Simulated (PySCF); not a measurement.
## Working out the ionisation energy of Br

Br [Ar] 3d10 4s2 4p5 (2P) → Br⁺ [Ar] 3d10 4s2 4p4 (3P). Computed with PySCF 2.14 in x2c-TZVPPall (6s5p4d1f, 48 functions), with scalar relativity by spin-free X2C-1e. Frozen: [Ne]. Energies in hartree (1 hartree = 27.21139 eV):

```csv
part,Br (lower),Br⁺ (upper)
UHF,-2604.414876,-2604.020861
CCSD correlation,-0.321609,-0.290799
(T),-0.008579,-0.007155
```

What does Hartree-Fock give?

(-2604.020861) − (-2604.414876) = 0.394015 hartree = 10.722 eV.

What do CCSD and CCSD(T) give?

The CCSD correlation energies differ by 0.030810 hartree = 0.838 eV and the triples by 0.001424 hartree = 0.039 eV, so CCSD gives 11.560 eV and CCSD(T) 11.599 eV.

Measured between the centres of the two terms (NIST): 11.844 eV, so CCSD(T) (valence and next inner shell) is off by -0.245 eV.

What remains against the reference includes basis incompleteness, the frozen core and higher excitations.
